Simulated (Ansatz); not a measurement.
C₂H₈NSi, SMILES `CN(C)[SiH2]` radical. Total charge 0; spin multiplicity 2. The geometry is a stationary point of PBE0-D4/def2-TZVP.

```xyz
12

C    -0.214   -0.576    1.238
N     0.031   -0.066   -0.087
C    -0.229    1.344   -0.229
Si    0.983   -0.934   -1.233
H    -1.261   -0.412    1.523
H     0.416   -0.086    1.994
H    -0.019   -1.649    1.277
H     0.401    1.951    0.436
H    -1.276    1.565    0.012
H    -0.046    1.664   -1.257
H     0.616   -2.377   -1.089
H     0.598   -0.423   -2.585
```

Problem. What is the dipole moment at B3LYP/def2-TZVPP? (An estimate is asked.)

Solution. The calculation gave: 1.65 D, with components (-0.72, 0.90, 1.19) D in this frame, pointing from negative to positive charge.

Problem. And with PBE, r2SCAN, ωB97M-V? (Estimate.)

Solution. Ansatz gave: PBE 1.77 D, r2SCAN 1.71 D, ωB97M-V 1.54 D.

Problem. Give the Mulliken charges with B3LYP, PBE, ωB97M-V in def2-TZVPP. (An estimate is asked.)

Solution. Computed: 
```tsv
atom	B3LYP	PBE	ωB97M-V
C1	-0.17	-0.18	-0.23
N2	-0.18	-0.10	-0.19
C3	-0.17	-0.18	-0.23
Si4	0.12	0.05	0.05
H5	0.09	0.08	0.11
H6	0.09	0.09	0.11
H7	0.10	0.09	0.11
H8	0.09	0.09	0.11
H9	0.09	0.08	0.11
H10	0.10	0.09	0.11
H11	-0.07	-0.06	-0.03
H12	-0.07	-0.06	-0.03
```

B3LYP here is the variant with VWN-RPA as its local correlation; programs differ in this.
